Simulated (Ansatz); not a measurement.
Job for Ansatz (an electronic-structure program): R-B3LYP-D3(BJ)/def2-TZVP on C3H4ClF (SMILES F[C@@H]1C[C@H]1Cl).

Ansatz 0.2 input:
```yaml
crystal:
  periodic: [false, false, false]
  atoms:
    - {symbol: F, position_ang: [-0.35466310, 1.90336237, 0.49957586]}
    - {symbol: C, position_ang: [-0.09521776, 0.79205988, -0.32574940]}
    - {symbol: C, position_ang: [-0.75919569, -0.43969354, 0.01753380]}
    - {symbol: C, position_ang: [0.68738575, -0.30240474, 0.32310661]}
    - {symbol: Cl, position_ang: [1.86166243, -1.22431404, -0.65577755]}
    - {symbol: H, position_ang: [0.10775910, 1.06027356, -1.33572847]}
    - {symbol: H, position_ang: [-1.49643668, -0.51808613, 0.82074795]}
    - {symbol: H, position_ang: [-1.07375273, -1.14972339, -0.78386207]}
    - {symbol: H, position_ang: [1.04360253, -0.22170793, 1.26089721]}
basis:
  gaussian:
    orbitals: def2-TZVP
hamiltonian:
  xc: b3lyp
  dispersion: d3bj
relax: {f_tol: 0.003, max_steps: 120}
```

Output:

```
WARN ansatz: RAYON_NUM_THREADS=4 ignored (pool sized by the plan → 4); use --threads N
Functional definition: B3LYP
integrals: 0.10 GiB planned
1135 factors; their error is unknown
mean field: 0.91 GiB planned
mean field evaluation 1: about -18410.4412 eV, gradient 5.7e1 eV
mean field evaluation 2: about -18404.1389 eV, gradient 7.5e1 eV
mean field evaluation 4: about -18417.5148 eV, gradient 4.9e0 eV
mean field evaluation 8: about -18417.5543 eV, gradient 8.2e-2 eV
mean field evaluation 16: about -18417.5681 eV, gradient 3.1e-4 eV
mean field -18417.56814235 eV, -676.8331453552 hartree, gradient 1.6e-5 eV, S^2 0.000000; 0 other end points of the search recorded, 0 dependent functions left out
the calculation of the forces begins
reference -18417.56837823 eV, -676.8331540236 hartree; 24, 24 occupied and 161, 161 virtual orbitals, 1135 factors
relax step   1: F+E_penalty+E_count = -18417.87725270 eV  Δ(F+E_penalty+E_count) = +0.000e0 eV  max|allowed force component| = 3.214e0 eV/Å  Δτ_max = 0.0000 Å  (29 SCF iters, accepted)
these checks for a lower state are left out or cut short: starts, cluster_reference, orbital_swaps, neighbouring_geometries, increment
integrals: 0.10 GiB planned
1135 factors; their error is unknown
mean field: 0.91 GiB planned
mean field -18417.77051831 eV, -676.8405825348 hartree, gradient 9.7e-6 eV, S^2 0.000000; 0 other end points of the search recorded, 0 dependent functions left out
the calculation of the forces begins
reference -18417.77075466 eV, -676.8405912203 hartree; 24, 24 occupied and 161, 161 virtual orbitals, 1135 factors
relax step   2: F+E_penalty+E_count = -18418.07948904 eV  Δ(F+E_penalty+E_count) = -2.022e-1 eV  max|allowed force component| = 1.235e0 eV/Å  Δτ_max = 0.0455 Å  (32 SCF iters, accepted)
these checks for a lower state are left out or cut short: starts, cluster_reference, orbital_swaps, neighbouring_geometries, increment
integrals: 0.10 GiB planned
1135 factors; their error is unknown
mean field: 0.91 GiB planned
mean field evaluation 32: about -18417.8216 eV, gradient 9.1e-6 eV
mean field -18417.82159585 eV, -676.8424595995 hartree, gradient 9.2e-6 eV, S^2 0.000000; 0 other end points of the search recorded, 0 dependent functions left out
the calculation of the forces begins
reference -18417.82183262 eV, -676.8424683008 hartree; 24, 24 occupied and 161, 161 virtual orbitals, 1135 factors
relax step   3: F+E_penalty+E_count = -18418.13074913 eV  Δ(F+E_penalty+E_count) = -5.126e-2 eV  max|allowed force component| = 2.032e-1 eV/Å  Δτ_max = 0.0346 Å  (32 SCF iters, accepted)
these checks for a lower state are left out or cut short: starts, cluster_reference, orbital_swaps, neighbouring_geometries, increment
integrals: 0.10 GiB planned
1135 factors; their error is unknown
mean field: 0.91 GiB planned
mean field -18417.82504396 eV, -676.8425863152 hartree, gradient 9.2e-6 eV, S^2 0.000000; 0 other end points of the search recorded, 0 dependent functions left out
the calculation of the forces begins
reference -18417.82528103 eV, -676.8425950273 hartree; 24, 24 occupied and 161, 161 virtual orbitals, 1135 factors
relax step   4: F+E_penalty+E_count = -18418.13422512 eV  Δ(F+E_penalty+E_count) = -3.476e-3 eV  max|allowed force component| = 1.120e-1 eV/Å  Δτ_max = 0.0186 Å  (32 SCF iters, accepted)
these checks for a lower state are left out or cut short: starts, cluster_reference, orbital_swaps, neighbouring_geometries, increment
integrals: 0.10 GiB planned
1135 factors; their error is unknown
mean field: 0.91 GiB planned
mean field -18417.82482747 eV, -676.8425783595 hartree, gradient 9.0e-6 eV, S^2 0.000000; 0 other end points of the search recorded, 0 dependent functions left out
the calculation of the forces begins
reference -18417.82506448 eV, -676.8425870694 hartree; 24, 24 occupied and 161, 161 virtual orbitals, 1135 factors
relax step   5: F+E_penalty+E_count = -18418.13422621 eV  Δ(F+E_penalty+E_count) = -1.095e-6 eV  max|allowed force component| = 1.204e-1 eV/Å  Δτ_max = 0.0147 Å  (32 SCF iters, accepted)
these checks for a lower state are left out or cut short: starts, cluster_reference, orbital_swaps, neighbouring_geometries, increment
integrals: 0.10 GiB planned
1135 factors; their error is unknown
mean field: 0.91 GiB planned
mean field -18417.82602003 eV, -676.8426221851 hartree, gradient 9.1e-6 eV, S^2 0.000000; 0 other end points of the search recorded, 0 dependent functions left out
the calculation of the forces begins
reference -18417.82625704 eV, -676.8426308953 hartree; 24, 24 occupied and 161, 161 virtual orbitals, 1135 factors
relax step   6: F+E_penalty+E_count = -18418.13513056 eV  Δ(F+E_penalty+E_count) = -9.043e-4 eV  max|allowed force component| = 2.481e-2 eV/Å  Δτ_max = 0.0137 Å  (32 SCF iters, accepted)
these checks for a lower state are left out or cut short: starts, cluster_reference, orbital_swaps, neighbouring_geometries, increment
integrals: 0.10 GiB planned
1135 factors; their error is unknown
mean field: 0.91 GiB planned
mean field -18417.82620276 eV, -676.8426289006 hartree, gradient 9.1e-6 eV, S^2 0.000000; 0 other end points of the search recorded, 0 dependent functions left out
the calculation of the forces begins
reference -18417.82643986 eV, -676.8426376137 hartree; 24, 24 occupied and 161, 161 virtual orbitals, 1135 factors
relax step   7: F+E_penalty+E_count = -18418.13532074 eV  Δ(F+E_penalty+E_count) = -1.902e-4 eV  max|allowed force component| = 1.403e-2 eV/Å  Δτ_max = 0.0077 Å  (33 SCF iters, accepted)
these checks for a lower state are left out or cut short: starts, cluster_reference, orbital_swaps, neighbouring_geometries, increment
integrals: 0.10 GiB planned
1135 factors; their error is unknown
mean field: 0.91 GiB planned
mean field evaluation 64: about -18417.8257 eV, gradient 5.9e-1 eV
mean field -18417.82620620 eV, -676.8426290269 hartree, gradient 9.1e-6 eV, S^2 0.000000; 0 other end points of the search recorded, 0 dependent functions left out
the calculation of the forces begins
reference -18417.82644330 eV, -676.8426377403 hartree; 24, 24 occupied and 161, 161 virtual orbitals, 1135 factors
relax step   8: F+E_penalty+E_count = -18418.13533835 eV  Δ(F+E_penalty+E_count) = -1.761e-5 eV  max|allowed force component| = 1.568e-3 eV/Å  Δτ_max = 0.0016 Å  (33 SCF iters, accepted)
integrals: 0.10 GiB planned
1135 factors; their error is unknown
mean field: 0.91 GiB planned
mean field -18417.82620620 eV, -676.8426290269 hartree, gradient 9.1e-6 eV, S^2 0.000000; 1 other end points of the search recorded, 0 dependent functions left out
the calculation of the forces begins
reference -18417.82644330 eV, -676.8426377403 hartree; 24, 24 occupied and 161, 161 virtual orbitals, 1135 factors
Total energy: -18418.13557545 eV, -676.8539981372 hartree
Atom 0 at    -0.334303     1.885740     0.469556 Å, force    -0.000524    -0.000573    -0.000317 eV/Å
Atom 1 at    -0.082582     0.789110    -0.315725 Å, force     0.001227    -0.000610     0.001568 eV/Å
Atom 2 at    -0.786209    -0.487482     0.010013 Å, force    -0.001552     0.001393     0.001093 eV/Å
Atom 3 at     0.684978    -0.324391     0.293922 Å, force     0.000786     0.000422    -0.001329 eV/Å
Atom 4 at     1.882087    -1.194068    -0.669839 Å, force    -0.001484     0.000628     0.000970 eV/Å
Atom 5 at     0.096803     1.059848    -1.347456 Å, force    -0.000016    -0.000289    -0.000836 eV/Å
Atom 6 at    -1.440793    -0.497002     0.871280 Å, force    -0.000067    -0.000393    -0.000161 eV/Å
Atom 7 at    -1.088361    -1.117154    -0.815243 Å, force     0.001419    -0.000028    -0.000218 eV/Å
Atom 8 at     0.989524    -0.214834     1.324236 Å, force     0.000211    -0.000551    -0.000768 eV/Å
Dipole moment:    -0.221055    -0.127125    -0.004630 e Å
```

Self-consistency was reached.

Cost: around 60 core-seconds (rough).
